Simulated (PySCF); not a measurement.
How methods differ on the excitation energy of Ge²⁺

Ge²⁺ [Ar] 3d10 4s2 (1S) → Ge²⁺ [Ar] 3d9 4s2 4p1 (high-spin determinant), as a difference of total energies. Computed with PySCF 2.14 in aug-cc-pVQZ-PP with one added diffuse shell each of s, p, d, f, g type with ECP10MDF (8s7p6d4f3g, 114 functions), with a scalar-relativistic core potential. The calculations carry no spin-orbit coupling.

```
 method  excitation energy (eV)
    UHF                  31.027
    LDA                  33.494
    PBE                  32.970
   PBE0                  32.685
 r2SCAN                  32.317
 revPBE                  32.903
r2SCANh                  32.280
   PW91                  32.962
```

The determinant of the upper state mixes LS terms, which raises its energy above the lowest term, most at the Hartree-Fock and MP2 levels.
